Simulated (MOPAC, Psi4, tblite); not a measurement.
Interaction energy of CH2O2 ··· H4OSi (SMILES O=CO and O[SiH3]). Monomers: optimised at B3LYP-D3(BJ) (def2-TZVP), held rigid. Orientation: lowest of the rigid-body minima from ten starts at GFN2-xTB. R is the distance of the centres of mass, along which the second monomer moves.

Geometry at R = 3.67 Å (first 5 atoms: monomer A):
```
11

O      0.7760    -0.5541    -0.2000
C     -0.4218     0.0250    -0.0111
O     -0.5954     1.1145     0.4528
H      1.4569     0.0684     0.1058
H     -1.2156    -0.6538    -0.3475
Si     3.2655     2.7486     0.5810
O      2.0795     1.6126     0.7650
H      3.0348     3.5909    -0.6189
H      4.5255     1.9951     0.4300
H      3.3523     3.6448     1.7608
H      1.1734     1.9079     0.8790
```

- GFN2-xTB (tblite)
- PM6, restricted, heats of formation (MOPAC)
- PBE-D3(BJ)/def2-TZVP, counterpoise-corrected (Psi4)
- B3LYP/def2-TZVP, counterpoise-corrected (Psi4)
- MP2/aug-cc-pVDZ = DF-MP2/aug-cc-pVDZ, frozen core, counterpoise-corrected (Psi4)

Interaction energies in kcal/mol (negative: bound); R is the distance of the centres of mass, d the H4···O7 distance.

```tsv
R / Å	d / Å	GFN2-xTB	PM6	PBE-D3(BJ)/def2-TZVP	B3LYP/def2-TZVP	MP2/aug-cc-pVDZ
3.10	1.34	11.30	13.93	11.00	15.10	17.08
3.26	1.46	-1.38	0.37	-1.39	1.83	3.02
3.48	1.63	-8.47	-5.99	-8.58	-6.21	-5.77
3.67	1.79	-9.68	-6.74	-10.16	-8.27	-8.20
3.86	1.95	-9.01	-6.17	-9.85	-8.27	-8.42
4.09	2.16	-7.43	-5.08	-8.48	-7.15	-7.46
4.38	2.42	-5.52	-3.73	-6.48	-5.39	-5.77
4.69	2.71	-3.99	-2.58	-4.66	-3.79	-4.16
5.15	3.14	-2.54	-1.54	-2.79	-2.23	-2.51
5.90	3.86	-1.31	-0.77	-1.25	-1.04	-1.17
6.91	4.85	-0.61	-0.37	-0.49	-0.46	-0.50
8.15	6.07	-0.29	-0.18	-0.21	-0.21	-0.22
```

Lowest grid point: GFN2-xTB -9.68 kcal/mol at R = 3.67 Å; PM6 -6.74 kcal/mol at R = 3.67 Å; PBE-D3(BJ)/def2-TZVP -10.16 kcal/mol at R = 3.67 Å; B3LYP/def2-TZVP -8.27 kcal/mol at R = 3.67 Å; MP2/aug-cc-pVDZ -8.42 kcal/mol at R = 3.86 Å.
